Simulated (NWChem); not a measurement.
All runs are NWChem calculations. System: Cl$_{3}$Ge, charge 0, spin multiplicity 2, at a geometry optimised with UPBE0/def2-SVP. The structure started from a generated list of species. Its SCF solution wasn't tested for a lower state. Level: UHF/def2-TZVP.

Input file:

```
start mol
memory heap 200 mb stack 900 mb global 1100 mb
geometry units angstroms nocenter noautoz
  Cl    -1.011337    -0.297490     1.754751
  Ge    -0.002793     0.464417     0.000000
  Cl    -1.011337    -0.297490    -1.754751
  Cl     2.027931    -0.279215     0.000000
  symmetry group Cs
end
basis spherical
  * library def2-tzvp
end
scf
  uhf
  nopen 1
  maxiter 100
  thresh 1e-7
  semidirect memsize 60000000 filesize 0
  # guess.movecs holds the orbitals of an unrestricted PBE0 run
  vectors input guess.movecs output mol.movecs
end
task scf energy
```

Part of the output:

```
             Northwest Computational Chemistry Package (NWChem) 7.3.0
             --------------------------------------------------------

                                NWChem Input Module
                                -------------------

 Scaling coordinates for geometry "geometry" by  1.889725989
 (inverse scale =  0.529177249)

 Turning off AUTOSYM since
 SYMMETRY directive was detected!

                             Geometry "geometry" -> ""
                             -------------------------

 Output coordinates in angstroms (scale by  1.889725989 to convert to a.u.)

  No.       Tag          Charge          X              Y              Z
 ---- ---------------- ---------- -------------- -------------- --------------
    1 Cl                  17.0000    -1.01133700    -0.29749000     1.75475100
    2 Ge                  32.0000    -0.00279300     0.46441700     0.00000000
    3 Cl                  17.0000    -1.01133700    -0.29749000    -1.75475100
    4 Cl                  17.0000     2.02793100    -0.27921500     0.00000000

 Effective nuclear repulsion energy (a.u.)     530.0727040043

            Nuclear Dipole moment (a.u.)
            ----------------------------
        X                 Y               Z
 ---------------- ---------------- ----------------
    -0.0000132281     0.0000548021     0.0000000000

      Symmetry information
      --------------------

 Group name             Cs
 Group number              2
 Group order               2
 No. of unique centers     3

      Symmetry unique atoms

     1    2    4


 Summary of "ao basis" -> "" (spherical)
 ------------------------------------------------------------------------------
       Tag                 Description            Shells   Functions and Types
 ---------------- ------------------------------  ------  ---------------------
 *                         def2-tzvp                  on all atoms

 Summary of "ao basis" -> "ao basis" (spherical)
 ------------------------------------------------------------------------------
       Tag                 Description            Shells   Functions and Types
 ---------------- ------------------------------  ------  ---------------------
 Cl                        def2-tzvp                13       37   5s5p2d1f
 Ge                        def2-tzvp                16       48   6s5p4d1f

                                 NWChem SCF Module
                                 -----------------

  ao basis        = "ao basis"
  functions       =   159
  atoms           =     4
  alpha electrons =    42
  beta  electrons =    41
  charge          =   0.00
  wavefunction    = UHF
  use symmetry    = T
  symmetry adapt  = T

 Summary of "ao basis" -> "ao basis" (spherical)
 ------------------------------------------------------------------------------
       Tag                 Description            Shells   Functions and Types
 ---------------- ------------------------------  ------  ---------------------
 Cl                        def2-tzvp                13       37   5s5p2d1f
 Ge                        def2-tzvp                16       48   6s5p4d1f

      Symmetry analysis of basis
      --------------------------

        a'         94
        a"         65

 Forming initial guess at       0.1s

   Symmetry analysis of molecular orbitals - initial alpha
   -------------------------------------------------------

  Numbering of irreducible representations:

     1 a'          2 a"

  Orbital symmetries:

     1 a'          2 a'          3 a"          4 a'          5 a'
     6 a'          7 a'          8 a"          9 a"         10 a'
    11 a'         12 a"         13 a'         14 a'         15 a"
    16 a'         17 a'         18 a"         19 a'         20 a"
    21 a'         22 a'         23 a"         24 a'         25 a"
    26 a'         27 a'         28 a"         29 a'         30 a'
    31 a"         32 a'         33 a'         34 a"         35 a'
    36 a'         37 a'         38 a"         39 a"         40 a'
    41 a"         42 a'         43 a'         44 a'         45 a"
    46 a'         47 a"         48 a'         49 a'         50 a"
    51 a'         52 a"

   Symmetry analysis of molecular orbitals - initial beta
   ------------------------------------------------------

  Numbering of irreducible representations:

     1 a'          2 a"

  Orbital symmetries:

     1 a'          2 a'          3 a"          4 a'          5 a'
     6 a'          7 a'          8 a"          9 a"         10 a'
    11 a'         12 a"         13 a'         14 a'         15 a"
    16 a'         17 a"         18 a"         19 a'         20 a'
    21 a'         22 a"         23 a'         24 a'         25 a"
    26 a'         27 a"         28 a'         29 a'         30 a'
    31 a"         32 a'         33 a'         34 a"         35 a'
    36 a'         37 a'         38 a"         39 a"         40 a'
    41 a"         42 a'         43 a'         44 a'         45 a"
    46 a'         47 a"         48 a'         49 a'         50 a"
    51 a'         52 a"

 Starting SCF solution at       0.1s

 ----------------------------------------------
         Quadratically convergent UHF

 Convergence threshold     :          1.000E-07
 Maximum no. of iterations :          100
 Integral*density screening:          1.000E-09
 ----------------------------------------------

              iter       energy          gnorm     gmax       time
             ----- ------------------- --------- --------- --------
                 1    -3453.9810889786  1.18D+00  2.59D-01      3.1
                 2    -3454.0152428725  1.77D-01  3.81D-02      3.4
[...]
   100      0.283906  3 Cl px               142      0.213485  4 Cl pz
    18     -0.184878  1 Cl px               103      0.184878  3 Cl px
    17     -0.163914  1 Cl pz               102     -0.163914  3 Cl pz

 Vector   42  Occ=1.000000D+00  E=-3.884038D-01  Symmetry=a'
              MO Center= -3.1D-03,  5.2D-01, -2.2D-14, r^2= 4.0D+00
   Bfn.  Coefficient  Atom+Function         Bfn.  Coefficient  Atom+Function
  ----- ------------  ---------------      ----- ------------  ---------------
    43      0.449045  2 Ge s                 54      0.372019  2 Ge py
    42      0.327988  2 Ge s                 57      0.272178  2 Ge py
    16     -0.201442  1 Cl py               101     -0.201442  3 Cl py
   138     -0.200308  4 Cl py                19     -0.170927  1 Cl py
   104     -0.170927  3 Cl py               141     -0.170122  4 Cl py

 Vector   43  Occ=0.000000D+00  E= 1.012418D-01  Symmetry=a'
              MO Center=  3.8D-04, -5.9D-02, -1.2D-15, r^2= 4.8D+00
   Bfn.  Coefficient  Atom+Function         Bfn.  Coefficient  Atom+Function
  ----- ------------  ---------------      ----- ------------  ---------------
    57     -0.888187  2 Ge py                43      0.872253  2 Ge s
    42      0.490282  2 Ge s                140      0.434961  4 Cl px
    20      0.376877  1 Cl pz               105     -0.376877  3 Cl pz
     5     -0.366549  1 Cl s                 90     -0.366549  3 Cl s
   127     -0.366579  4 Cl s                 54     -0.290746  2 Ge py

 Vector   44  Occ=0.000000D+00  E= 1.090647D-01  Symmetry=a'
              MO Center= -6.5D-02,  6.4D-01, -8.5D-12, r^2= 4.6D+00
   Bfn.  Coefficient  Atom+Function         Bfn.  Coefficient  Atom+Function
  ----- ------------  ---------------      ----- ------------  ---------------
    56      1.203109  2 Ge px               127     -0.556516  4 Cl s
    53      0.365826  2 Ge px               140      0.366472  4 Cl px
     5      0.278283  1 Cl s                 90      0.278283  3 Cl s
    20     -0.269414  1 Cl pz               105      0.269414  3 Cl pz
   141     -0.253661  4 Cl py                74      0.159400  2 Ge d -2

 Vector   45  Occ=0.000000D+00  E= 1.090648D-01  Symmetry=a"
              MO Center=  5.7D-02,  6.4D-01,  8.2D-12, r^2= 4.6D+00
   Bfn.  Coefficient  Atom+Function         Bfn.  Coefficient  Atom+Function
  ----- ------------  ---------------      ----- ------------  ---------------
    58      1.203132  2 Ge pz                 5     -0.481973  1 Cl s
    90      0.481973  3 Cl s                 55      0.365833  2 Ge pz
    18     -0.268062  1 Cl px               103      0.268062  3 Cl px
   142     -0.257190  4 Cl pz                19     -0.223197  1 Cl py
   104      0.223197  3 Cl py                20      0.209421  1 Cl pz

                     UHF Final Beta Molecular Orbital Analysis
                     -----------------------------------------

 Vector   39  Occ=1.000000D+00  E=-4.763807D-01  Symmetry=a"
              MO Center= -6.1D-01, -2.5D-01, -8.0D-12, r^2= 4.8D+00
   Bfn.  Coefficient  Atom+Function         Bfn.  Coefficient  Atom+Function
  ----- ------------  ---------------      ----- ------------  ---------------
    16      0.273637  1 Cl py               101     -0.273637  3 Cl py
    17      0.243414  1 Cl pz               102      0.243414  3 Cl pz
   139      0.195945  4 Cl pz                19      0.179976  1 Cl py
   104     -0.179976  3 Cl py                20      0.157570  1 Cl pz
   105      0.157570  3 Cl pz

 Vector   40  Occ=1.000000D+00  E=-4.763805D-01  Symmetry=a'
              MO Center=  6.2D-01, -2.4D-01,  9.0D-12, r^2= 4.8D+00
   Bfn.  Coefficient  Atom+Function         Bfn.  Coefficient  Atom+Function
  ----- ------------  ---------------      ----- ------------  ---------------
   138      0.317724  4 Cl py               137      0.257329  4 Cl px
    15      0.212712  1 Cl px               100      0.212712  3 Cl px
   141      0.208958  4 Cl py               140      0.166761  4 Cl px
    16     -0.156807  1 Cl py               101     -0.156807  3 Cl py

 Vector   41  Occ=1.000000D+00  E=-4.690200D-01  Symmetry=a"
              MO Center=  1.7D-03, -2.8D-01,  8.5D-15, r^2= 5.2D+00
   Bfn.  Coefficient  Atom+Function         Bfn.  Coefficient  Atom+Function
  ----- ------------  ---------------      ----- ------------  ---------------
   139      0.326783  4 Cl pz                15     -0.282993  1 Cl px
   100      0.282993  3 Cl px               142      0.215279  4 Cl pz
    18     -0.186430  1 Cl px               103      0.186430  3 Cl px
    17     -0.163387  1 Cl pz               102     -0.163387  3 Cl pz

 Vector   42  Occ=0.000000D+00  E=-2.704266D-02  Symmetry=a'
              MO Center= -4.4D-03,  7.3D-01, -5.4D-14, r^2= 3.8D+00
   Bfn.  Coefficient  Atom+Function         Bfn.  Coefficient  Atom+Function
  ----- ------------  ---------------      ----- ------------  ---------------
    43      0.842447  2 Ge s                 57      0.358102  2 Ge py
    42      0.320467  2 Ge s                 41     -0.199765  2 Ge s
    54      0.195984  2 Ge py                19     -0.193397  1 Cl py
   104     -0.193397  3 Cl py               141     -0.191809  4 Cl py
   140      0.177192  4 Cl px                20      0.152450  1 Cl pz

 Vector   43  Occ=0.000000D+00  E= 1.109685D-01  Symmetry=a'
              MO Center=  2.5D-04, -4.1D-02,  1.6D-14, r^2= 4.8D+00
   Bfn.  Coefficient  Atom+Function         Bfn.  Coefficient  Atom+Function
  ----- ------------  ---------------      ----- ------------  ---------------
    57      0.928295  2 Ge py                43     -0.789386  2 Ge s
    42     -0.429807  2 Ge s                140     -0.423549  4 Cl px
    20     -0.367106  1 Cl pz               105      0.367106  3 Cl pz
     5      0.346288  1 Cl s                 90      0.346288  3 Cl s
   127      0.346293  4 Cl s                 54      0.308985  2 Ge py

 Vector   44  Occ=0.000000D+00  E= 1.431981D-01  Symmetry=a'
              MO Center= -6.1D-02,  5.2D-01,  9.7D-12, r^2= 5.2D+00
   Bfn.  Coefficient  Atom+Function         Bfn.  Coefficient  Atom+Function
  ----- ------------  ---------------      ----- ------------  ---------------
    56      1.390804  2 Ge px               127     -0.684332  4 Cl s
   140      0.463279  4 Cl px                 5      0.342174  1 Cl s
    90      0.342174  3 Cl s                 20     -0.328459  1 Cl pz
   105      0.328459  3 Cl pz                53      0.304784  2 Ge px
   141     -0.280718  4 Cl py

 center of mass
 --------------
 x =  -0.00023916 y =   0.03974338 z =   0.00000000

 moments of inertia (a.u.)
 ------------------
         857.516345499736          -4.091952751038           0.000000000000
          -4.091952751038        1538.026382564289           0.000000000000
           0.000000000000           0.000000000000         857.494299948134

  Mulliken analysis of the total density
  --------------------------------------

    Atom       Charge   Shell Charges
 -----------   ------   -------------------------------------------------------
    1 Cl  17    17.33   2.01  0.45  1.52  1.09  0.88  4.18  1.69  1.06  2.88  1.53  0.01  0.03  0.00
    2 Ge  32    31.00   2.00  2.00  1.16  0.80  0.87  0.37  5.98  4.42  1.58  1.08  0.34  8.94  1.08  0.14  0.17  0.07
    3 Cl  17    17.33   2.01  0.45  1.52  1.09  0.88  4.18  1.69  1.06  2.88  1.53  0.01  0.03  0.00
    4 Cl  17    17.33   2.01  0.45  1.52  1.09  0.88  4.18  1.69  1.06  2.88  1.53  0.01  0.03  0.00

  Mulliken analysis of the alpha density
  --------------------------------------

    Atom       Charge   Shell Charges
 -----------   ------   -------------------------------------------------------
    1 Cl  17     8.72   1.01  0.22  0.76  0.55  0.44  2.09  0.84  0.54  1.48  0.77  0.00  0.01  0.00
    2 Ge  32    15.84   1.00  1.00  0.59  0.39  0.52  0.26  2.99  2.21  0.78  0.66  0.24  4.46  0.54  0.07  0.09  0.03
    3 Cl  17     8.72   1.01  0.22  0.76  0.55  0.44  2.09  0.84  0.54  1.48  0.77  0.00  0.01  0.00
    4 Cl  17     8.72   1.01  0.22  0.76  0.55  0.44  2.09  0.84  0.54  1.48  0.77  0.00  0.01  0.00

   Mulliken analysis of the beta density
   -------------------------------------

    Atom       Charge   Shell Charges
 -----------   ------   -------------------------------------------------------
    1 Cl  17     8.62   1.01  0.22  0.76  0.54  0.44  2.09  0.85  0.52  1.41  0.77  0.00  0.01  0.00
    2 Ge  32    15.15   1.00  1.00  0.58  0.41  0.36  0.11  2.99  2.20  0.79  0.43  0.10  4.48  0.54  0.06  0.08  0.03
    3 Cl  17     8.62   1.01  0.22  0.76  0.54  0.44  2.09  0.85  0.52  1.41  0.77  0.00  0.01  0.00
    4 Cl  17     8.62   1.01  0.22  0.76  0.54  0.44  2.09  0.85  0.52  1.41  0.77  0.00  0.01  0.00

   Mulliken analysis of the spin density
   -------------------------------------

    Atom       Charge   Shell Charges
 -----------   ------   -------------------------------------------------------
    1 Cl  17     0.10   0.00  0.00 -0.00  0.00 -0.00  0.01 -0.00  0.03  0.07 -0.00 -0.00 -0.00  0.00
    2 Ge  32     0.69   0.00  0.00  0.01 -0.01  0.16  0.15  0.00  0.01 -0.01  0.23  0.14 -0.01  0.01  0.01  0.01  0.00
    3 Cl  17     0.10   0.00  0.00 -0.00  0.00 -0.00  0.01 -0.00  0.03  0.07 -0.00 -0.00 -0.00  0.00
    4 Cl  17     0.10   0.00  0.00 -0.00  0.00 -0.00  0.01 -0.00  0.03  0.07 -0.00 -0.00 -0.00  0.00

       Multipole analysis of the density wrt the origin
       ------------------------------------------------

     L   x y z        total         alpha         beta         nuclear
     -   - - -        -----         -----         ----         -------
     0   0 0 0     -0.000000    -42.000000    -41.000000     83.000000

     1   1 0 0     -0.003640      0.003002     -0.006629     -0.000013
     1   0 1 0      0.604281     -0.498956      1.103182      0.000055
     1   0 0 1     -0.000000     -0.000000     -0.000000      0.000000

     2   2 0 0    -42.927024   -210.279158   -206.495825    373.847959
     2   1 1 0     -0.018857     -1.005338     -1.020220      2.006700
     2   1 0 1      0.000000     -0.000000      0.000000      0.000000
     2   0 2 0    -39.790776    -43.086991    -36.829008     40.125222
     2   0 1 1      0.000000     -0.000000      0.000000      0.000000
     2   0 0 2    -42.927107   -210.284556   -206.501332    373.858781

 Task  times  cpu:        8.6s     wall:        8.6s

 Total times  cpu:        8.6s     wall:        8.6s
```
